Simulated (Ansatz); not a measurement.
Reaction (SMILES): O[Si](O)(Br)Br + 3 [SiH4] (SiH4) → 2 O[SiH3] [hydroxysilane] + 2 [SiH3]Br [bromosilane]
Each molecule is optimised on its own at B3LYP-D3(BJ)/def2-TZVP (Ansatz, an electronic-structure program), one conformer each, not searched for the lowest.

Property: bond separation energy (electronic energy difference), in eV. Cores are frozen in the correlated levels unless marked. No spin-orbit coupling. The frozen core is the preceding noble-gas configuration, with the filled d and f shells of earlier blocks. No relativistic terms. CBS marks a two-point X^-3 extrapolation of the correlation energy; Hartree-Fock from the larger set. [CCSD(T)-MP2]/basis is that difference in the basis named.

```csv
level,program,bond separation energy (eV),minus last row
SVWN5/def2-TZVPD,Ansatz,0.71,0.20
PBE/def2-TZVPD,Ansatz,0.53,0.02
r2SCAN-D4/def2-TZVPD,Ansatz + dftd4,0.61,0.10
B3LYP-D3(BJ)/def2-TZVPD,Ansatz + dftd3,0.51,0.00
PBE0-D3(BJ)/def2-TZVPD,Ansatz + dftd3,0.55,0.04
r2SCAN0-D4/def2-TZVPD,Ansatz + dftd4,0.58,0.07
HSE06-D3(BJ)/def2-TZVPD,Ansatz + dftd3,0.55,0.04
B2GP-PLYP-D4/def2-TZVPD,Ansatz + dftd4,0.52,0.01
MP2/6-31G*,Ansatz,0.66,0.15
RI-MP2/def2-QZVPPD,Ansatz,0.51,0.00
SCS-MP2/6-31G,Ansatz,0.40,-0.11
CCSD/STO-3G,Ansatz,0.66,0.15
CCSD(T)/def2-SVPD,Ansatz,0.58,0.07
CCSD(T)/def2-TZVPPD,Ansatz,0.54,0.03
"RI-MP2/CBS(def2-TZVPPD,def2-QZVPPD)+[CCSD(T)-MP2]/def2-TZVPPD",Ansatz,0.51,0.00
```
